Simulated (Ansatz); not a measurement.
Consider the ligand exchange at a B–C bond: `BC1=CC1` + `F[SiH2]N[SiH3]` → `BN([SiH3])[SiH2]F` + `C1=CC1`.

Isolated molecules relaxed with PBE0-D4/def2-TZVP in Ansatz; ΔE leaves out vibrations. CCSD(T)/CBS is the MP2 limit (def2-TZVPP, def2-QZVPP) plus CCSD(T) − MP2 in def2-TZVPP, frozen cores. This one scheme is used for every species. Functionals use def2-TZVPP. B3LYP here is the variant with VWN-RPA as its local correlation; programs differ in this. Each species was taken in one conformer, which may not be the lowest.

`BC1=CC1`:

```xyz
9

B    -0.399   -0.864    0.873
C     0.861   -0.281    0.347
C     1.188    0.589   -0.537
C    -0.306    0.478   -0.516
H    -0.883   -0.397    1.861
H    -0.792   -1.897    0.417
H     1.976    1.118   -1.037
H    -0.863    1.294   -0.063
H    -0.781   -0.039   -1.346
```

`F[SiH2]N[SiH3]`:

Z-matrix (Å, degrees):
```
Si
N 1 1.706
F 1 1.601 2 112.6
H 1 1.478 2 108.8 3 117.8
H 1 1.480 2 109.3 3 -117.5
Si 2 1.733 1 128.1 3 -87.6
H 2 1.011 1 115.6 3 85.3
H 6 1.487 2 110.9 1 -127.0
H 6 1.487 2 112.0 1 112.6
H 6 1.483 2 106.7 1 -7.3
```

`BN([SiH3])[SiH2]F`:

Z-matrix (Å, degrees):
```
Si
N 1 1.761
H 1 1.483 2 110.0
H 1 1.485 2 107.6 3 -119.5
H 1 1.482 2 110.1 3 121.0
Si 2 1.732 1 121.8 3 118.9
B 2 1.414 1 117.3 3 -62.2
F 6 1.598 2 109.5 1 72.0
H 6 1.476 2 109.3 1 -169.4
H 6 1.480 2 109.9 1 -44.6
H 7 1.197 2 120.3 1 -179.0
H 7 1.201 2 119.1 1 1.3
```

`C1=CC1`:

Cartesian coordinates in Å:
```
C 0.760 -0.370 -0.234
C -0.382 -0.131 -0.779
C -0.240 0.319 0.644
H 1.757 -0.770 -0.301
H -1.036 -0.186 -1.632
H -0.736 -0.241 1.438
H -0.123 1.380 0.864
```

```csv
level,ΔE (kJ/mol),difference from CCSD(T)/CBS
PBE-D4,-45.0,13.4
r2SCAN-D4,-45.9,12.5
PBE0-D4,-51.7,6.7
B3LYP-D4,-63.5,-5.1
ωB97X-V,-62.1,-3.7
ωB97M-V,-57.5,0.9
B2PLYP,-59.4,-1.0
PBE,-42.9,15.5
r2SCAN,-45.3,13.1
PBE0,-49.8,8.6
B3LYP,-60.3,-1.9
HF/def2-TZVPP,-87.1,-28.7
MP2/def2-TZVPP,-52.8,5.6
SCS-MP2/def2-TZVPP,-61.0,-2.6
CCSD/def2-TZVPP,-65.1,-6.7
CCSD(T)/def2-TZVPP,-59.6,-1.2
HF/def2-QZVPP,-86.8,-28.4
MP2/def2-QZVPP,-52.0,6.4
SCS-MP2/def2-QZVPP,-60.5,-2.1
HF/CBS(def2),-86.7,-28.3
MP2/CBS(def2),-51.6,6.8
CCSD/CBS(def2),-63.9,-5.5
CCSD(T)/CBS,-58.4,0
```

Largest T1 diagnostic among the species: 0.012.

The D4 term adds −3.2 kJ/mol with B3LYP and −1.9 kJ/mol with PBE0; it sums over pairs of atoms, weighted by their polarisabilities, and B3LYP, whose exchange is more repulsive, gets the larger term. From PBE to PBE0 (25 % exact exchange), in def2-TZVPP and without D4, ΔE moves by −6.9 kJ/mol. In def2-TZVPP, CCSD(T) changes the Hartree–Fock value by +27.4 kJ/mol (the triples alone add +5.5 kJ/mol) and MP2 by +34.3 kJ/mol.
